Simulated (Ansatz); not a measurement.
Reaction (substitution at a C–O bond): `C[O][Al]([Cl])[O]C` + `[NH2][AlH][SiH2]S` → `CS[SiH2][AlH][NH2]` + `C[O][Al]([OH])[Cl]`

Calculated with Ansatz (gas phase, PBE0-D4/def2-TZVP geometries, no zero-point term in ΔE). CCSD(T)/CBS adds triple-zeta CCSD(T) − MP2 to the extrapolated MP2 energy (def2 sets, frozen cores). DFT in def2-TZVPP. B3LYP here is the variant with VWN-RPA as its local correlation; programs differ in this. One conformer a species, not always the lowest.

| level | ΔE (kJ/mol) | difference from CCSD(T)/CBS |
| --- | --- | --- |
| PBE-D4 | -49.0 | -0.5 |
| r2SCAN-D4 | -46.5 | 2.0 |
| PBE0-D4 | -47.4 | 1.1 |
| B3LYP-D4 | -42.1 | 6.4 |
| ωB97X-V | -41.5 | 7.0 |
| ωB97M-V | -44.9 | 3.6 |
| B2PLYP | -41.3 | 7.2 |
| PBE | -45.3 | 3.2 |
| r2SCAN | -45.6 | 2.9 |
| PBE0 | -44.1 | 4.4 |
| B3LYP | -36.1 | 12.4 |
| HF/def2-TZVPP | -26.1 | 22.4 |
| MP2/def2-TZVPP | -51.6 | -3.1 |
| SCS-MP2/def2-TZVPP | -44.4 | 4.1 |
| CCSD/def2-TZVPP | -40.4 | 8.1 |
| CCSD(T)/def2-TZVPP | -43.7 | 4.8 |
| HF/def2-QZVPP | -25.8 | 22.7 |
| MP2/def2-QZVPP | -54.2 | -5.7 |
| SCS-MP2/def2-QZVPP | -47.1 | 1.4 |
| HF/CBS(def2) | -25.7 | 22.8 |
| MP2/CBS(def2) | -56.4 | -7.9 |
| CCSD/CBS(def2) | -45.2 | 3.3 |
| CCSD(T)/CBS | -48.5 | 0 |

Largest T1 diagnostic among the species: 0.013.

The D4 term adds −6.0 kJ/mol with B3LYP and −3.3 kJ/mol with PBE0; it sums over pairs of atoms, weighted by their polarisabilities, and B3LYP, whose exchange is more repulsive, gets the larger term. In def2-TZVPP, CCSD(T) changes the Hartree–Fock value by −17.6 kJ/mol (the triples alone add −3.3 kJ/mol) and MP2 by −25.4 kJ/mol.
